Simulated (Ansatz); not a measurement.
Two isomers of C2H6Cl2Si: A = `C[SiH](Cl)CCl`, B = `ClC[SiH2]CCl`.

Calculated with Ansatz (gas phase, PBE0-D4/def2-TZVP geometries, no zero-point term in ΔE). CCSD(T)/CBS adds triple-zeta CCSD(T) − MP2 to the extrapolated MP2 energy (def2 sets, frozen cores). Functionals use def2-TZVPP. B3LYP here is the variant with VWN-RPA as its local correlation; programs differ in this. One conformer a species, not always the lowest.

**Question.** Which isomer does CCSD(T)/CBS put lower? Give the gap. (An estimate is asked.)

**Answer.** The calculation gave: A, by 183.0 kJ/mol.

**Question.** Give E(B) − E(A) in kJ/mol with CCSD/def2-TZVPP, B2PLYP, CCSD(T)/def2-TZVPP, B3LYP-D4, HF/def2-TZVPP, ωB97M-V, MP2/def2-TZVPP. (Best estimate.)

**Answer.** The calculation gave: CCSD/def2-TZVPP 182.4, B2PLYP 183.4, CCSD(T)/def2-TZVPP 181.0, B3LYP-D4 179.7, HF/def2-TZVPP 187.1, ωB97M-V 184.0, MP2/def2-TZVPP 188.2. None reverses the order clearly.

Largest T1 diagnostic: 0.010.

From PBE to PBE0 (25 % exact exchange), in def2-TZVPP and without D4, E(B) − E(A) moves by +5.3 kJ/mol.
